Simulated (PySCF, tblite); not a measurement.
Compound: C5H14OSSi2.
Structure used (GFN2-xTB), in Å, numbered top down from 1:
```
atom  x, y, z in Å
C1    -0.9812   -0.7058   -1.5356
C2    -0.3990    0.3351   -0.5847
Si3   -1.5836    1.8302   -0.3770
C4     0.0022   -0.2493    0.7542
C5    -1.1292   -0.8661    1.5546
C6     0.8559    0.6691    1.5674
O7     1.4579    1.6209    1.1343
S8     1.3384   -1.5684    0.6128
Si9    2.8378   -0.7639   -0.7109
H10   -1.9565   -1.0486   -1.1978
H11   -0.3247   -1.5726   -1.6152
H12   -1.1027   -0.2763   -2.5275
H13    0.5180    0.7313   -1.0379
H14   -1.2166    2.6400    0.7794
H15   -2.9483    1.3208   -0.2051
H16   -1.5108    2.6083   -1.6130
H17   -1.5738   -1.6929    1.0077
H18   -0.7519   -1.2520    2.4998
H19   -1.8926   -0.1169    1.7575
H20    0.9621    0.3528    2.6216
H21    2.2950   -0.7562   -2.0661
H22    3.2224    0.5572   -0.2499
H23    3.8764   -1.7697   -0.5584
```

Theory: PBE0/pcSseg-1 in PySCF (dipole) on a GFN2-xTB geometry, gas phase.

Take the most abundant isotopes and a rigid rotor. The values belong to one conformer with, in the numbering `[CH3:1][C@@H:2]([SiH3:3])[C@:4]([CH3:5])([CH:6]=[O:7])[S:8][SiH3:9]`, C1–C2–C4–C5 -61°, C2–C4–C6–O7 -18°, C2–C4–S8–Si9 46°.

Give the principal moments of inertia and the rotational constants in cm⁻¹.

Ia = 370.11, Ib = 716.58, Ic = 731.11 u·Å²; 505379 MHz·u·Å²/I gives 1365, 705.3 and 691.3 MHz, that is A = 0.04555, B = 0.02353, C = 0.02306 cm⁻¹.

What kind of rotor is it?

A near-prolate asymmetric top; Ray's κ = -0.958.

Is it planar, by Δ = Ic − Ia − Ib?

Not planar: Δ = Ic − Ia − Ib = -355.58 u·Å². For a rigid frame Δ = −2 Σ m c², so Σ m c² = 177.79 u·Å² lies off the ab plane: 37.32 from hydrogen and 140.47 from heavier atoms. The atom farthest from that plane is 2.88 Å away.

Give the other two planar moments, Paa and Pbb, and the rms extents of the mass along the axes.

Paa = Σ m a² = (Ib + Ic − Ia)/2 = 538.78 and Pbb = Σ m b² = (Ia + Ic − Ib)/2 = 192.32 u·Å². With the mass M = 178.03 u, the rms extents √(P/M) along a, b and c are 1.74, 1.04, 1.00 Å.

Where do the levels up to J = 3 lie, in MHz?

Above 0(0,0):
J = 1: 1(0,1) 1397, 1(1,1) 2057, 1(1,0) 2071
J = 2: 2(0,2) 4189, 2(1,2) 4836, 2(1,1) 4878, 2(2,1) 6858, 2(2,0) 6859
J = 3: 3(0,3) 8378, 3(1,3) 9004, 3(1,2) 9088, 3(2,2) 11048, 3(2,1) 11049, 3(3,1) 14384, 3(3,0) 14384
Those of J = 1 are B + C, A + C and A + B.

Which types of transition are allowed, and where do some lines up to J = 4 fall?

The dipole components are |μa| = 0.45 D, |μb| = 1.61 D, |μc| = 0.24 D. Intensities carry the squares of the components, which stand as 0.08 : 1.00 : 0.02 (a : b : c). Some lines, for components of 0.1 D or more:

```csv
type,branch,"J(Ka,Kc)",MHz,lower level (cm⁻¹)
c,Q,"4(1,4) ← 4(0,4)",600,0.466
c,Q,"3(1,3) ← 3(0,3)",626,0.279
c,Q,"4(2,3) ← 4(1,3)",1932,0.490
b,Q,"4(2,2) ← 4(1,3)",1935,0.490
b,Q,"3(2,1) ← 3(1,2)",1961,0.303
b,Q,"2(2,0) ← 2(1,1)",1981,0.163
b,Q,"3(2,2) ← 3(1,3)",2044,0.300
b,R,"1(1,1) ← 0(0,0)",2057,0.000
b,Q,"3(3,1) ← 3(2,2)",3336,0.369
b,R,"3(0,3) ← 2(1,2)",3542,0.161
a,R,"3(0,3) ← 2(0,2)",4189,0.140
a,R,"3(2,2) ← 2(2,1)",4190,0.229
c,Q,"4(4,1) ← 4(3,1)",4670,0.666
c,R,"3(1,2) ← 2(0,2)",4899,0.140
a,R,"4(1,4) ← 3(1,3)",5558,0.300
a,R,"4(3,1) ← 3(3,0)",5587,0.480
a,R,"4(1,3) ← 3(1,2)",5614,0.303
c,R,"3(2,1) ← 2(1,1)",6171,0.163
b,R,"4(1,4) ← 3(0,3)",6184,0.279
b,R,"4(2,3) ← 3(1,2)",7546,0.303
b,R,"4(2,2) ← 3(1,3)",7633,0.300
```

Estimate the classical rotational partition function at 10 K, 100 K and 298.15 K.

Point group C1, symmetry number σ = 1; q = (√π/σ)·√((kT/h)³/(ABC)), k/h = 20836.6 MHz/K: 6530 at 10 K, 207000 at 100 K, 1060000 at 298.15 K.

Its GFN2-xTB frequencies are all real (lowest 66 cm⁻¹). Zero-point vibration and centrifugal distortion are left out. A rigid rotor knows nothing of internal rotation, which can split or shift real lines.

Hardware: an Arm Neoverse V1 with one thread, on a shared host. Cost: 87 s of wall time (grids of density and orbitals included), 1.1 GiB resident at most. This is the PBE0/pcSseg-1 job that gave the dipole, with the shieldings it also computed.
